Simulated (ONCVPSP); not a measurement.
**Which setting gave this result? (Ag, ONCV)**

Base potential:

| Quantity | Value |
| --- | --- |
| Element | Ag |
| Generator | ONCVPSP 4.0.1 |
| Type | optimised norm-conserving Vanderbilt (ONCV) |
| Functional | PBE |
| Relativity | scalar-relativistic |
| Frozen core | [Ar] 3d10 |
| Valence charge | 19 |
| Reference configuration | 4s2 4p6 4d10 5s1 |
| Partial waves | 4s+5s: rc 1.50 bohr, ncon 3, nbas 8, qcut 6.6 1/bohr, 2 projectors; 4p: rc 1.05 bohr, ncon 3, nbas 6, qcut 6.7 1/bohr, 3 projectors, debl 3.2 Ha; 4d: rc 1.85 bohr, ncon 4, nbas 9, qcut 8.3 1/bohr, 2 projectors, debl 0.8 Ha |
| Local potential | polynomial inside 0.85 bohr (lpopt 5, dvloc0 0 Ha) |
| Core correction | Teter function, fcfact 3.25, rcfact 1.5 |

Cutoffs, loose and tight: the cutoffs (Ha) at which the residual kinetic energy of the hardest occupied pseudo-wave falls to 1 and 0.1 mHa per electron. They do not see the model core or the augmentation charge, which bear on the density cutoff. Test errors are all-electron minus pseudo excitation energies from the reference, over the configurations 4s2 4p6 4d10 5s0; 4s2 4p6 4d9 5s0; 4s2 4p6 4d8 5s0; 4s2 4p6 4d10 5s0.5; variants that change the core or the reference have their own tests.

Only the scale of all radii but the core radius (base = 1) is moved (1 further runs of the sweep failed or gave no value and are left out):

```csv
scale of all radii but the core radius (base = 1),"cutoff, loose","cutoff, tight",bound ghosts,largest test error (meV)
0.77,131 Ha,194 Ha,"s, p",-4.6
0.99,97 Ha,159 Ha,none,+11
1.11,44 Ha,106 Ha,none,+38
1.23,21 Ha,38 Ha,none,+78
1.28,21 Ha,24 Ha,none,+99
```

Task: One more run gave cutoff, loose: 73 Ha; cutoff, tight: 127 Ha; bound ghosts: none; largest test error (meV): +24. Which value of the scale of all radii but the core radius (base = 1) was used?

Result: 1.06. The tight cutoff moves one way along this sweep, from 194 Ha at 0.77 to 24 Ha at 1.28, which places the run between 0.99 and 1.11.
